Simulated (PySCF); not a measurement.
Compound: C9H9N.
InChI=1S/C9H9N/c10-4-3-9-6-7-1-2-8(9)5-7/h1-2,6-8H,3,5H2/t7-,8+/m1/s1

Method: TDDFT wB97X-D/def2-SVPD, vertical, gas phase, core orbitals frozen in the response in PySCF. The structure is a single PBE0-D3(BJ)/def2-SVP conformer in the gas phase; no vibrational or solvent corrections.

Orbital energies (eV): HOMO-3 -11.32, HOMO-2 -11.31, HOMO-1 -9.53, HOMO -8.67, LUMO 1.06, LUMO+1 2.01, LUMO+2 2.24.

Lowest singlets, with some entries withheld (?).

| state | ν̃ (cm⁻¹) | f | main configurations (H = HOMO, L = LUMO) |
| --- | --- | --- | --- |
| S1 | 42100 | 0.0024 | H→L (98%) |
| S2 | ? | ? | H-1→L (84%), H→L+2 (8%) |
| S3 | 54500 | 0.058 | H→L+1 (83%) |
| S4 | 56630 | 0.189 | H→L+2 (77%), H-1→L (8%) |
| S5 | 57730 | ? | H-1→L+2 (47%), H-1→L+1 (33%) |
| S6 | ? | 0.026 | H→L+3 (48%), H-1→L+2 (16%), H→L+5 (12%) |
| S7 | 60630 | 0.011 | ? |
| S8 | 61580 | ? | ? |
| S9 | 61900 | 0.0023 | ? |
| S10 | 62100 | 0.0095 | H→L+3 (19%), H→L+6 (18%), H→L+4 (9%) |

Problem. What stands in place of each question mark?

Solution. 
- S2: ν̃ = 48960 cm⁻¹; f = 0.028
- S5: f = 0.014
- S6: ν̃ = 58890 cm⁻¹
- S7: H→L+4 (66%)
- S8: f = 0.019; H-2→L (34%), H-5→L (33%), H-4→L (16%)
- S9: H→L+3 (12%), H→L+5 (11%), H-2→L+4 (9%)

Problem. How far apart are S5 and S8, in eV and cm⁻¹?

Solution. 7.635 − 7.158 = 0.477 eV, or about 3850 cm⁻¹.

Problem. Where do the lowest triplets lie (Tamm–Dancoff)?

Solution. T1 3.63 eV, H→L (85%); T2 4.12 eV, H-1→L (53%), H→L+2 (24%), H→L+1 (8%); T3 5.99 eV, H-1→L (43%), H→L+2 (33%), H→L+1 (14%); T4 6.40 eV, H-3→L+4 (19%), H-3→L+3 (10%), H-2→L+5 (9%). E(S1) − E(T1) = +1.59 eV.

Problem. What is the mean static polarisability from the same response equations?

Solution. 97.7 au (14.48 Å³), with principal values 84.7, 90.1 and 118.4 au.

All these states lie below the vertical ionisation energy of 8.76 eV (ΔSCF).

On one thread, x86-64 server (shared host), this took 5.8 min wall.
